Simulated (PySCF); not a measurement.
C₆H₇F₃SSi.
SMILES with atom numbers: `[CH3:1][S:2][Si@H:3]1[CH:4]=[CH:5][CH:6]=[C:7]1[C:8]([F:9])([F:10])[F:11]`

NICS = −σ at a ghost point: NICS(0) at the centroid of the ring atoms, NICS(1) 1 Å to either side along the normal of their mean plane, zz for the tensor component along that normal. Level: GIAO PBE0/pcSseg-1 (PySCF, non-relativistic, gas phase) on the GFN2-xTB geometry, one conformer.

Ring bond lengths (Å), with Mayer bond orders in brackets: Si3–C4 1.892 (0.86), C4–C5 1.339 (1.83), C5–C6 1.455 (1.08), C6–C7 1.339 (1.79), C7–Si3 1.897 (0.76).

Problem. Give the NICS values of each ring in ppm.

Solution. 
```
           ring                                                      type  NICS(0)  NICS(1), two faces  NICS(1)zz, two faces  rms pucker (Å)  centre to ring atoms, mean (Å)
Si3–C4–C5–C6–C7  5-membered ring with Si; formal bonds 2 double, 3 single      1.3         -1.2 / -1.7             3.3 / 2.8            0.00                            1.34
```

Problem. What do they say, and how far can they be read as aromaticity?

Solution. 
- Si3–C4–C5–C6–C7: mean NICS(1)zz 3.0 ppm, deshielded. Si3 has four or more neighbours, so the value isn't read as a sign of a π ring current.

Problem. Give the inner angles of the rings and the Hirshfeld charges of the ring atoms.

Solution. 
- Si3–C4–C5–C6–C7: Si3 87.9° (+0.326 e), C4 109.9° (-0.133 e), C5 116.4° (-0.035 e), C6 115.6° (-0.024 e), C7 110.2° (-0.134 e); sum 540.0° against 540° for a flat convex ring.

Problem. What are the shieldings of the ring atoms and their hydrogens in the same run (means over atoms taken as equivalent)?

Solution. 
```
   atoms                      environment  σ isotropic (ppm)  principal values of the symmetric part, first atom (ppm)
     Si3                      SiH silicon              355.9                                       298.7, 369.8, 399.2
      C4                 alkene CH carbon               43.4                                        -63.1, 29.2, 164.2
      C5                 alkene CH carbon               33.6                                        -86.4, 40.6, 146.7
      C6                 alkene CH carbon               31.7                                        -81.5, 30.8, 145.8
      C7  fully substituted alkene carbon               48.0                                        -42.0, 43.1, 143.0
H on Si3                    Si–H hydrogen              26.35                                          22.7, 23.9, 32.4
 H on C4                 vinylic hydrogen              25.29                                          23.6, 25.3, 26.9
 H on C5                 vinylic hydrogen              24.48                                          22.5, 23.5, 27.4
 H on C6                 vinylic hydrogen              24.32                                          21.0, 23.1, 28.9
```

Shape of the structure used: `[CH3:1][S:2][Si@H:3]1[CH:4]=[CH:5][CH:6]=[C:7]1[C:8]([F:9])([F:10])[F:11]`: C1–S2–Si3–C4 -61°, C6–C7–C8–F9 110°.
